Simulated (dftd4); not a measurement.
C2H6Se, triplet, at the geometry of the source list (a higher spin typed on purpose: for a closed-shell molecule this is an excited state); dftd4 with D4 for hf.

The dftd4 input:
```
$ dftd4 mol.xyz --func hf --charge 0 --json dftd4.json --noedisp --property

# file mol.xyz
9

C      1.45580000    -0.05290000     0.03390000
Se     0.05090000     0.47070000    -1.21420000
C     -1.45680000     0.05700000    -0.04690000
H      1.40210000    -1.12550000     0.21030000
H      2.41140000     0.20450000    -0.41870000
H      1.32730000     0.49560000     0.96530000
H     -1.37990000    -0.97770000     0.27740000
H     -2.36800000     0.20320000    -0.61720000
H     -1.44300000     0.72510000     0.81010000
```

Question: Write the output that dftd4 gives for this input, abridged.

Answer: 
```
                    ____  _____ _____     ____  _  _
      -------------|  _ \|  ___|_   _|---|  _ \| || |------------
     |             | | | | |_    | | ___ | | | | || |_           |
     |             | |_| |  _|   | ||___|| |_| |__   _|          |
     |             |____/|_|     |_|     |____/   |_|            |
     |             ===================================           |
     |            E. Caldeweyher, S. Ehlert & S. Grimme          |
     |          Mulliken Center for Theoretical Chemistry        |
     |                    University of Bonn                     |
      -----------------------------------------------------------

Rational (Becke-Johnson) damping: hf-D4-ATM
---------------------
  s6         1.0000
  s8         1.6168
  s9         1.0000
  a1         0.4496
  a2         3.3574
 alp        16.0000
--------------------

Atomic data, radii in Ångström:
------------------------------------------------------
   Z          R(cov)      r4/r2   hardness         EN
------------------------------------------------------
   6 C        1.0000     1.6431     0.4220     2.5500
  34 Se       1.4667     2.5771     0.4027     2.5500
   1 H        0.4267     1.0622     0.4726     2.2000
------------------------------------------------------

Atomic reference systems (in atomic units):
----------------------------------------------------------------------------
   Z        #      CN     q+Z       C6(AA)   #      CN     q+Z       C6(AA)
----------------------------------------------------------------------------
   6 C      1  0.0000  6.0000      49.3833   2  0.9189  5.8288      52.1688
            3  1.9079  5.8579      35.6972   4  2.8312  5.7775      35.8445
            5  3.7487  5.7435      28.6317   6  2.9183  5.8956      32.2504
            7  0.8556  6.2103      25.6194
  34 Se     1  0.0000 34.0000     214.7618   2  0.9220 33.8767     229.3479
            3  1.8449 33.8246     233.4979
   1 H      1  0.0000  1.0000       7.6362   2  0.8942  1.0000       3.0374
----------------------------------------------------------------------------

Atomic properties (in atomic units):
----------------------------------------------------------------------------
     #    Z              CN          q      C6(AA)        C8(AA)   alpha(0)
----------------------------------------------------------------------------
     1    6 C        3.7420    -0.2405     28.4034      821.4767     7.6940
     2   34 Se       1.9369    -0.0835    230.4544    16397.3385    26.5236
     3    6 C        3.7427    -0.2409     28.4118      821.7177     7.6950
     4    1 H        0.9249     0.0935      1.8450       22.3026     2.1241
     5    1 H        0.9250     0.0952      1.8295       22.1158     2.1152
     6    1 H        0.9249     0.0935      1.8449       22.3020     2.1241
     7    1 H        0.9251     0.0937      1.8438       22.2880     2.1234
     8    1 H        0.9254     0.0954      1.8278       22.0946     2.1142
     9    1 H        0.9251     0.0936      1.8447       22.2989     2.1239
----------------------------------------------------------------------------

Molecular properties (in atomic units):
----------------------------------------
 molecular C6                1147.4647
 molecular C8               45375.6590
----------------------------------------

Dispersion energy:      -2.0528098459531E-02 Eh

[Info] JSON dump of results written to 'dftd4.json'
```
